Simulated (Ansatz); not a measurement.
Cost and result up the ladder for Ge₄H₆ (10 atoms). Charge 0, multiplicity 1. Geometry: PBE-D4/def2-SVP.

```xyz
10

Ge    1.729   -0.861    1.612
Ge   -2.459    0.431   -0.300
Ge   -0.523    1.848   -1.618
Ge    0.045   -0.002    0.075
H     1.008   -2.285    1.487
H     0.463    1.968   -0.266
H    -1.784   -1.065   -0.484
H     0.450    0.573   -2.007
H     2.689   -1.043    0.345
H    -1.618    0.437    1.156
```

Ansatz on 4 threads of Intel Xeon Platinum 8223CL on a shared host. Times are rough, and most runs start from the orbitals of an earlier one. CAM-B3LYP-D4/def2-TZVP serves as the yardstick here, not as an exact answer. Differences are given only for rows in sets of like size (and for xTB, whose basis is part of the method), since another set adds its own error. Binding counts from free atoms at the same level (Ge triplet, H doublet; other spins of the atoms weren't run), without zero-point energy or a counterpoise term.

LC-ωPBE has ω = 0.4 bohr⁻¹. Correlated methods freeze 36 core orbitals; core or outer-core shells of Ge are correlated, in sets that lack core-valence functions. The rows differ in basis, and correlated rows in double-zeta sets carry the largest basis error. Another isomer (singlet) lies 2.12 eV lower at PBE0-D4/def2-TZVP; other spin states weren't run for this one.

Correlated methods converge slowly with the basis, most of all in double-zeta sets.

```tsv
level	functions	wall time	binding energy per atom (eV)	difference from CAM-B3LYP-D4/def2-TZVP (eV)
PBE-D4/def2-TZVP (with forces)	228	2.8 s	2.49	0.09
LC-ωPBE/def2-TZVP	228	3.6 s	2.31	-0.09
r2SCAN-D4/def2-TZVP	228	4.3 s	2.49	0.09
PBE0-D4/def2-TZVP	228	5.5 s	2.43	0.03
CAM-B3LYP-D4/def2-TZVP	228	6.5 s	2.40	0.00
CCSD(T)/def2-SVP	158	31 s	2.21	–
```
